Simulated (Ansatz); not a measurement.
Cost and result for the atomization energy of `[F][SnH2][C](F)(F)F` (8 atoms, 7 bonds).

```json
{"atom": "F1", "x (Å)": "-0.891", "y (Å)": "0.280", "z (Å)": "-2.160"}
{"atom": "Sn2", "x (Å)": "0.343", "y (Å)": "0.696", "z (Å)": "-0.752"}
{"atom": "C3", "x (Å)": "-0.255", "y (Å)": "-0.673", "z (Å)": "0.866"}
{"atom": "F4", "x (Å)": "-1.513", "y (Å)": "-0.464", "z (Å)": "1.272"}
{"atom": "F5", "x (Å)": "0.542", "y (Å)": "-0.501", "z (Å)": "1.939"}
{"atom": "F6", "x (Å)": "-0.159", "y (Å)": "-1.959", "z (Å)": "0.507"}
{"atom": "H7", "x (Å)": "0.048", "y (Å)": "2.312", "z (Å)": "-0.327"}
{"atom": "H8", "x (Å)": "1.885", "y (Å)": "0.308", "z (Å)": "-1.345"}
```

Charge 0, multiplicity 1. Correlated methods include outer-core shells of Sn, which these sets cover unevenly. Sn takes the def2 core potential. The geometry is a stationary point of PBE0-D4/def2-TZVP. Program: Ansatz. Hardware: A = 2 threads of an AMD EPYC 7R13 on a shared host; B = 2 threads of an AMD EPYC 7R13 on a shared host and a share of an NVIDIA H100 80 GB. Times are those of one run each, without the atoms' runs, and a repeat can differ threefold. Electronic energies, without spin–orbit coupling; frozen cores. CCSD(T)/CBS adds CCSD(T) − MP2 in def2-TZVPP to the MP2 limit, and its time is that of the two runs behind it. T1 = 0.014. With those shells the extrapolation isn't a true limit.

CCSD(T)/CBS is a level of theory with its own doubt, some kJ/mol a heavy atom from the limit and from the frozen cores, so smaller differences don't rank the functionals.

| level | functions | wall time | atomization (kJ/mol) | difference from CCSD(T)/CBS | per bond |
| --- | --- | --- | --- | --- | --- |
| revPBE-D4/def2-TZVPP [A] | 233 | 2.5 s | 2640.0 | -23.6 | -3.4 |
| BLYP-D4/def2-TZVPP [A] | 233 | 2.6 s | 2662.8 | -0.8 | -0.1 |
| PBE-D4/def2-TZVPP (with forces) [A] | 233 | 3.2 s | 2754.7 | 91.1 | 13.0 |
| PBE0-D4/def2-TZVPP [A] | 233 | 3.8 s | 2633.8 | -29.8 | -4.3 |
| CCSD(T)/def2-SVP [B] | 106 | 4.3 s | 2463.3 | -200.3 | -28.6 |
| BHLYP-D4/def2-TZVPP [A] | 233 | 4.8 s | 2469.5 | -194.1 | -27.7 |
| CCSD(T)/def2-TZVPP [B] | 233 | 5 s | 2572.5 | -91.1 | -13.0 |
| MP2/def2-QZVPP [B] | 427 | 5.5 s | 2722.8 | 59.2 | 8.5 |
| CAM-B3LYP-D4/def2-TZVPP [A] | 233 | 6.5 s | 2666.7 | 3.1 | 0.4 |
| r2SCAN-D4/def2-TZVPP (with forces) [A] | 233 | 6.5 s | 2665.4 | 1.8 | 0.3 |
| r2SCANh-D4/def2-TZVPP [A] | 233 | 6.5 s | 2621.8 | -41.8 | -6.0 |
| CCSD(T)/CBS(def2) | – | 11 s | 2663.6 | 0.0 | 0.0 |
| B2PLYP/def2-TZVPP [A] | 233 | 12 s | 2601.9 | -61.7 | -8.8 |

The D4 term adds +25.0 kJ/mol with B3LYP and +13.0 kJ/mol with PBE0; it sums over pairs of atoms, weighted by their polarisabilities, and B3LYP, whose exchange is more repulsive, gets the larger term. From r2SCAN to r2SCAN0 (25 % exact exchange), in def2-TZVPP and without D4, the atomization energy moves by −106.1 kJ/mol: exact exchange takes away binding that semilocal exchange gives to molecules. At CCSD(T), def2-SVP lies −200.4 kJ/mol from the extrapolated value and def2-TZVPP −91.2 kJ/mol: correlation converges slowly with the basis, and small sets miss more of it in the bonded molecule than in its fragments.

B3LYP here is the variant with VWN-RPA as its local correlation; programs differ in this.

Spin–orbit coupling would lower the free Sn atoms strongly, and the atomization energy with them, by more than many differences here. For some Ge, Se and Sn compounds the MP2-based and the directly extrapolated limit differ by 10 to 25 kJ/mol.
